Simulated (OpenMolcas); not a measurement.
Multiplet structure of Pt

```json
{
 "Program": "OpenMolcas",
 "Method": "CASSCF",
 "Basis": "ANO-RCC-VTZP [8s7p5d3f1g]",
 "Scalar Hamiltonian": "DKH2, point nucleus",
 "Active space": "10 electrons in 11 orbitals (5d 6s 6d)",
 "State averaging": "2S+1 = 3 even, 15 roots; 2S+1 = 1 even, 11 roots kept (CI in the orbitals of an earlier block)",
 "Spin-orbit coupling": "state interaction with AMFI integrals over the reference wave functions, term energies averaged over their components"
}
```

With spin-orbit coupling, above the lowest level:

```tsv
Configuration	Term	J	E (cm⁻¹)	Measured (cm⁻¹)	g	Term weight %	Second
5d⁹ 6s	³D	3	0.0	0.0	1.334	100	
5d⁹ 6s	¹D	2	1731		1.080	50	47 ³D
5d⁸ 6s²	³F	4	4186	824	1.251	100	
5d¹⁰	¹S	0	8405	6140		98	2 5d⁸ 6s² ³P
5d⁹ 6s	³D	2	8545		1.078	43	27 ¹D
5d⁹ 6s	³D	1	10330	10132	0.499	100	
5d⁸ 6s²	³F	3	12823	10117	1.084	100	
5d⁸ 6s²	¹D	2	16407		1.016	26	25 ³F
```

Against the 4 measured excited levels shown (NIST Handbook of Basic Atomic Spectroscopic Data) the mean absolute deviation is 2100 cm-1; the largest miss in energy is 5d⁸ 6s² ³F₄: computed 4186, measured 824 cm⁻¹ (+408.2 %).

Spin-orbit coupling puts the lowest level 4133 cm⁻¹ below the lowest spin-free term.

Without dynamic correlation excited terms often stand tens of per cent too high (terms of higher spin than the ground term too low), and those without a measured partner can miss by more than the paired ones. Terms from blocks run as CI alone lack orbitals of their own. Active for correlation alone: 6d; no level in the range computed is led by a configuration that fills it, so any true level of that kind is missing. Computed and measured levels are paired by configuration, term and J; levels that our copy of the source lacks, or whose pairing is in doubt (as where it misses far off the trend of its configuration), stay unpaired and out of the deviations. Levels of configurations outside the active space are missing. The first state left out of the spin-orbit step lies near 22000 cm-1 above the lowest spin-free state of the reference (among the parities and spins computed), and the list stops at four fifths of that energy or lower.

The term weight is that of the spin-free term in the level, not the purity of its configuration.
